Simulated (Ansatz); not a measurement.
Start from `C[N](C)[Sn][Cl]` and change one atom or group to get `CN(C)[Si]F`.

Ansatz, PBE0-D4/def2-TZVP geometries, multiplicity 1. Each molecule was computed in one conformer, which needn't be the lowest.

Elements past krypton have def2 core potentials.

| property | `C[N](C)[Sn][Cl]` |
| --- | --- |
| LUMO energy (ωB97M-V/def2-TZVPP) / eV | -0.41 |
| HOMO energy (PBE/def2-TZVPP) / eV | -5.49 |
| HOMO–LUMO gap (PBE0/def2-TZVPP) / eV | 4.56 |
| LUMO energy (PBE/def2-TZVPP) / eV | -2.68 |
| HOMO–LUMO gap (B3LYP/def2-TZVPP) / eV | 4.16 |
| HOMO energy (ωB97M-V/def2-TZVPP) / eV | -8.83 |

(1) Give the same properties after the change, and the shifts. (Best estimate.)

Answers

(1) The calculation gave: 
```tsv
property	`CN(C)[Si]F`	shift
LUMO energy (ωB97M-V/def2-TZVPP) / eV	0.86	1.27
HOMO energy (PBE/def2-TZVPP) / eV	-5.86	-0.37
HOMO–LUMO gap (PBE0/def2-TZVPP) / eV	5.95	1.39
LUMO energy (PBE/def2-TZVPP) / eV	-1.85	0.83
HOMO–LUMO gap (B3LYP/def2-TZVPP) / eV	5.57	1.41
HOMO energy (ωB97M-V/def2-TZVPP) / eV	-9.19	-0.36
```

With PBE0 the HOMO falls by 0.39 eV and the LUMO rises by 1.00 eV, so the gap widens by about 1.39 eV. PBE moves the HOMO by -0.37 eV and ωB97M-V by -0.36 eV.

B3LYP here is the variant with VWN-RPA as its local correlation; programs differ in this.
